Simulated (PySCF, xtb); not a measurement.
C₂H₃BBrCl, SMILES C=CB(Br)Cl.

GFN2-xTB run with xtb 6.7.1 at its own geometry gives an orbital gap of 3.23 eV and a dipole moment of 3.99 D.

Geometry: PBE0-D3(BJ)/def2-SVP. The structure was generated by enumeration, and PubChem lists no compound with its InChIKey, so it may never have been made. The values are those of a single conformer.

Q: What does CAM-B3LYP/def2-TZVP run with PySCF give? (Estimate from the structure and the level; the computed values follow.)

A: gap 8.50 eV (levels -9.69 and -1.19 eV), dipole 1.96 D.
